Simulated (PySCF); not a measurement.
GeHCl₃, SMILES [GeH]([Cl])([Cl])[Cl].

Geometry: PBE-D3(BJ)/def2-SVP. The isomer is the one that the SMILES or the coordinates give; other isomers of the formula were not compared.

Level of theory: PySCF with PBE-D3(BJ)/def2-SVP.

Frequencies are harmonic and unscaled.

Modes within 1.5 cm⁻¹ of each other (mostly degenerate sets) share a row, with their intensities summed.

```tsv
mode	ν (cm⁻¹)	IR (km/mol)	moving atoms (share of kinetic energy)
1–2	135	4.5	Cl 87 %, Ge 13 %
3	170	7.6	Cl 58 %, Ge 41 %
4	397	12.3	Cl 83 %, Ge 17 %
5–6	436	154.0	Cl 60 %, Ge 39 %
7–8	679	118.0	H 97 %
9	2125	51.6	H 99 %
```
